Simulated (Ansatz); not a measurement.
`CBCSC` + H₂S → `CBS` + `CSC`  (ligand exchange at a B–C bond)

Isolated molecules relaxed with PBE0-D4/def2-TZVP in Ansatz; ΔE leaves out vibrations. CCSD(T)/CBS is the MP2 limit (def2-TZVPP, def2-QZVPP) plus CCSD(T) − MP2 in def2-TZVPP, frozen cores. This one scheme is used for every species. DFT in def2-TZVPP. B3LYP here is the variant with VWN-RPA as its local correlation; programs differ in this. Each species was taken in one conformer, which may not be the lowest.

`CBCSC`:

```xyz
14

C     1.745   -0.362    1.619
B     0.337   -0.920    1.283
C    -0.561   -0.417    0.105
S     0.155    0.866   -0.927
C    -1.199    1.144   -2.074
H     2.059   -0.520    2.652
H     1.897    0.682    1.333
H     2.440   -0.946    0.993
H    -0.119   -1.831    1.923
H    -0.852   -1.283   -0.505
H    -1.498   -0.061    0.560
H    -0.879    1.920   -2.771
H    -2.094    1.489   -1.552
H    -1.430    0.239   -2.639
```

H₂S:

```xyz
3

S     0.099    0.373   -0.485
H     0.859   -0.513    0.176
H    -0.957    0.140    0.309
```

`CBS`:

```xyz
8

C     0.219   -0.483    0.965
B    -0.342    0.148   -0.344
S     0.779    0.867   -1.529
H    -0.095   -1.531    1.031
H    -0.236    0.010    1.833
H     1.304   -0.440    1.074
H    -1.513    0.166   -0.584
H    -0.117    1.264   -2.447
```

`CSC`:

```xyz
9

C    -0.080   -1.231   -0.596
S    -0.236    0.501   -1.043
C     0.072    1.248    0.560
H     0.919   -1.453   -0.217
H    -0.249   -1.814   -1.501
H    -0.827   -1.515    0.148
H     1.070    0.999    0.927
H     0.007    2.328    0.430
H    -0.676    0.936    1.292
```

```
             level  ΔE (kcal/mol)
          BHLYP-D4          -21.0
             B3LYP          -22.5
SCS-MP2/def2-TZVPP          -21.7
      HF/CBS(def2)          -21.2
```

**Question.** What does CCSD(T)/CBS give? (Best estimate.)

**Answer.** The calculation gave: -21.1 kcal/mol. The listed levels differ from it by 0.1, -1.4, -0.6, -0.1 kcal/mol.

Largest T1 diagnostic among the species: 0.013.

From BLYP to BHLYP (50 % exact exchange), in def2-TZVPP and without D4, ΔE moves by +1.2 kcal/mol. Leaving LDA and LC-ωPBE aside and taking each functional with its dispersion term where it has one, the values, not all of them listed here, spread over 1.6 kcal/mol, from B2PLYP to ωB97M-V. LDA lies +1.6 kcal/mol from PBE without D4. The D4 term adds +1.1 kcal/mol with B3LYP and +0.7 kcal/mol with PBE0; it sums over pairs of atoms, weighted by their polarisabilities, and B3LYP, whose exchange is more repulsive, gets the larger term.
